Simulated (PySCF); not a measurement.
Dipole response of Os+ (osmium, charge +1)

[Xe] 4f14 5d6 6s1, high-spin 6D determinant. All numbers are calculated (PySCF 2.14, scalar relativity through the core potential, in aug-cc-pVTZ-PP with ECP60MDF (6s6p5d3f2g, 88 functions)). Coupled (time-dependent) response in atomic units; α is the mean over directions.

```
method  mean α (bohr³)         α xx, yy, zz  C₆ (like pair)  S(−4)
 B97-3           28.64  28.86, 28.86, 28.19           238.8  313.7
PBEsol           27.17  27.61, 27.61, 26.29           227.5  265.3
```

S(−4) is the Cauchy moment in α(ω) = α(0) + S(−4) ω² + …

Spin-orbit coupling is absent.

α(iu) at B97-3:

```csv
u (hartree),α(iu) (bohr³)
0,28.64
0.0500,27.88
0.100,25.92
0.200,20.76
0.300,16.33
0.500,10.85
0.750,7.380
1.00,5.450
1.50,3.383
2.00,2.313
3.00,1.270
5.00,0.5411
```

For an ion, C₆ is the dispersion term alone; charge-induced terms of lower order in 1/R come first.

The components differ because the open shell of this determinant is not spherical; for a pure term their mean is the scalar polarisability.

Energies and moments cover only the electrons outside the core potential. Spin-orbit coupling, absent here, splits the open shell strongly.
